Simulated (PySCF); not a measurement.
**Fractional electron number in Sm⁺ (samarium, charge +1)**

The 6s alpha orbital of [Xe] 4f6 6s1 is emptied in steps (occupation f), with all orbitals relaxed, ending at [Xe] 4f6. Computed with PySCF 2.14 in def2-TZVP with the def2 core potential (28 electrons), with scalar relativity through the core potential. The exact energy is a straight line in f; departures are measured from the line between the end points of the same method.

```
   f  UHF (eV)  LDA (eV)  PBE (eV)
   1     0.000     0.000     0.000
0.75     0.006    -0.464    -0.481
 0.5     0.008    -0.610    -0.646
0.25     0.006    -0.445    -0.486
   0     0.000     0.000     0.000
```

Q: For LDA, how does the orbital energy at f = 1 compare with the removal energy?

A: −ε = 9.053 eV against a total-energy difference of 11.552 eV. By Janak's theorem ε = ∂E/∂f, so the gap between them reflects the curvature. Along the path −ε is 10.335 (f = 0.75), 11.599 (f = 0.5), 12.805 (f = 0.25) eV.

```tsv
method	E(f=0) − E(f=1) (eV)	−ε at f=1 (eV)	−ε at f=0.5 (eV)
UHF	10.355	10.388	10.355
LDA	11.552	9.053	11.599
PBE	11.381	8.829	11.364
```

Reference removal energy between the ground levels: 11.078 ± 0.02 eV (semi-empirical (NIST evaluation); NIST Atomic Spectra Database, ionization energies). The calculation has no spin-orbit coupling. UHF lacks correlation.
